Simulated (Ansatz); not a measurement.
Gas-phase electronic energies from Ansatz, PBE0-D4/def2-TZVP geometries. CBS: MP2 limit from def2 TZ/QZ plus the TZ coupled-cluster correction, frozen cores. This one scheme is used for every species, atoms too. DFT in def2-TZVPP. B3LYP here is the variant with VWN-RPA as its local correlation; programs differ in this. No spin–orbit coupling; open shells (•) take unrestricted orbitals. Spin–orbit coupling would lower the free atoms: a little for C, F, Si. One conformer a species, not always the lowest.

`FC[SiH]1CC1` → 3 C• + F• + 7 H• + Si•  (atomization)

```tsv
level	ΔE (kcal/mol)	difference from CCSD(T)/CBS
PBE-D4	1091.5	23.2
r2SCAN-D4	1073.7	5.4
PBE0-D4	1074.9	6.6
B3LYP-D4	1068.1	-0.2
ωB97X-V	1073.5	5.2
ωB97M-V	1073.1	4.8
B2PLYP	1057.4	-10.9
PBE	1086.3	18.0
r2SCAN	1072.4	4.1
PBE0	1070.5	2.2
B3LYP	1059.7	-8.6
HF/def2-TZVPP	787.6	-280.7
MP2/def2-TZVPP	1057.4	-10.9
SCS-MP2/def2-TZVPP	1051.8	-16.5
CCSD/def2-TZVPP	1027.4	-40.9
CCSD(T)/def2-TZVPP	1042.3	-26.0
HF/def2-QZVPP	789.0	-279.3
MP2/def2-QZVPP	1072.8	4.5
SCS-MP2/def2-QZVPP	1068.9	0.6
HF/CBS(def2)	789.2	-279.1
MP2/CBS(def2)	1083.4	15.1
CCSD/CBS(def2)	1053.5	-14.8
CCSD(T)/CBS	1068.3	0
```

Largest T1 diagnostic among the species: 0.012.

From PBE to PBE0 (25 % exact exchange), in def2-TZVPP and without D4, ΔE moves by −15.7 kcal/mol: exact exchange takes away binding that semilocal exchange gives to molecules. In def2-TZVPP, CCSD(T) changes the Hartree–Fock value by +254.7 kcal/mol (the triples alone add +14.9 kcal/mol) and MP2 by +269.8 kcal/mol; breaking electron pairs costs correlation energy, which Hartree–Fock lacks.

For atomizations the MP2-based limit and the directly extrapolated one differ by several kJ/mol either way, and by 10 to 25 for some Ge, Se and Sn compounds, so smaller differences from it don't rank the levels.
